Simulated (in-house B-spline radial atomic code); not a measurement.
The numbers below are computed, except where a source is named.
**Building a PAW s channel for Br, r_c = 1.4 bohr**

Br, [Ar] 3d10 4s2 4p5, non-relativistic LDA (VWN5), spherical and spin-unpolarised, from an all-electron radial atomic-structure program (B-spline basis) (atomic units; all potentials screened as in the neutral atom).

Two all-electron partial waves φ1, φ2 are integrated outwards at E1 = ε(4s) = -0.720066 and E2 = E1 + 1.5 hartree; φ1 is the bound orbital and φ2 has unit norm inside r_c = 1.4023 bohr. Smooth partners are polynomials, r^1(a0 + a1 r² + a2 r⁴ + a3 r⁶), matched to φ and three derivatives at r_c, with no condition on the norm. The local potential is -13.4744 + (16.0333) r² + (-8.20774) r⁴ + (1.56687) r⁶ inside 1.1481 bohr and the all-electron one outside.

| wave | φ(r_c) | φ'(r_c) | a0 | a1 | a2 | a3 |
| --- | --- | --- | --- | --- | --- | --- |
| 1 | 0.8631513 | 0.07108232 | 0.3245821 | 0.6412536 | -0.3560715 | 0.05350429 |
| 2 | 1.072227 | -1.910725 | 1.219401 | 0.662442 | -0.6806559 | 0.1150121 |

Inside r_c the overlaps are <φi φj> = [[0.33891, 0.57515], [0.57515, 1.00000]] and, for the smooth waves, [[0.36479, 0.66730], [0.66730, 1.28302]]. With χj = (Ej − T − V_local) applied to smooth wave j, the program's quadrature gives the matrix B_ij = <smooth i, χj> as [[0.85332, 2.12661], [1.98838, 5.02816]].

Question: Check the match of the first wave, and find the augmentation charges q_ij.

Answer: At r_c the four terms are 0.45516, 1.76829, -1.93082, 0.57053, which sum to 0.8632, φ1(r_c) to rounding. q_ij is the all-electron overlap less the smooth one: [[-0.02588, -0.09215], [-0.09215, -0.28302]]. The smooth first wave has a norm of 0.3648 inside r_c against 0.3389, so q11 is negative and must stay small enough for the overlap operator to be positive.

Question: B isn't symmetric. Show that D_ij = B_ij + Ej q_ij is.

Answer: Integrating by parts gives B12 − B21 = (E1 − E2) q12: 2.12661 − (1.98838) = 0.13823, and −1.5 × (-0.09215) = 0.13822. So D12 = 2.12661 + (0.779934)(-0.09215) = 2.05474 and D21 = 1.98838 + (-0.720066)(-0.09215) = 2.05473; D11 = 0.87196, D22 = 4.80742. The projectors, p = (B⁻¹)ᵀ χ, are dual to the smooth waves; det B = 0.062, small beside B11 B22, as the two smooth waves look alike inside r_c.

Solving (T + V_local + Σ p D p) ψ = E (1 + Σ p q p) ψ in a sphere of 9 bohr gives these levels:

| all-electron | one projector | two projectors |
| --- | --- | --- |
| -0.720066 | -0.889449 | -14.376500 |
| 0.012122 | -0.720066 | -0.720066 |
| 0.286884 | 0.013324 | 0.012122 |
| 0.728118 | 0.289631 | 0.286883 |
| 1.322750 | 0.733670 | 0.728118 |

Question: What does the second projector gain?

Answer: With one projector a ghost lies below the reference level, so the set fails. With two a ghost lies below the reference level, so the set fails. The lowest eigenvalue of the overlap operator is 0.8163 with one and 0.08027 with two projectors. The smooth orbital alone needs a cutoff of 12.1 hartree for 1 millihartree of kinetic energy, against 23.9 for a norm-conserving Troullier-Martins orbital of the same radius, which is no gain while the set fails.
